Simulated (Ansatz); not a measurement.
Relaxation of BCl$_{2}$FH$_{2}$ (6 atoms, charge 0, multiplicity 1), to a largest force component of 0.03 eV/Å in at most 50 steps.

Computed with Ansatz, RKS PBE-D4/cc-pVDZ.

```xyz
6
Properties=species:S:1:pos:R:3
B -0.001 0.233 -0.067
H 0.003 0.392 1.123
Cl 1.523 0.254 -0.940
Cl -1.534 0.214 -0.923
F 0.046 -2.083 0.924
H 0.069 -1.413 1.574
```

Task: Where does it end, and by what steps?

Result: The run converged. After 11 steps the energy has fallen by 0.018 eV; H6 moved furthest, 0.23 Å.

```csv
step,energy less start (eV),largest force component (eV/Å),accepted
0,0.0000,0.306,yes
1,-0.0009,0.546,yes
2,0.0433,0.743,no
3,-0.0102,0.271,yes
4,-0.0134,0.086,yes
5,-0.0153,0.116,yes
6,-0.0161,0.151,yes
7,-0.0171,0.172,yes
8,-0.0139,0.613,no
9,-0.0183,0.046,yes
10,-0.0183,0.079,no
11,-0.0184,0.010,yes
```

```xyz
6
Properties=species:S:1:pos:R:3
B 0.004 0.230 -0.049
H 0.009 0.567 1.114
Cl 1.526 0.197 -0.940
Cl -1.532 0.145 -0.912
F 0.049 -1.929 0.796
H 0.051 -1.612 1.681
```

Run time: 27 s on 1 thread of Arm Neoverse V1, with other jobs on the host, peak memory 0.12 GiB.
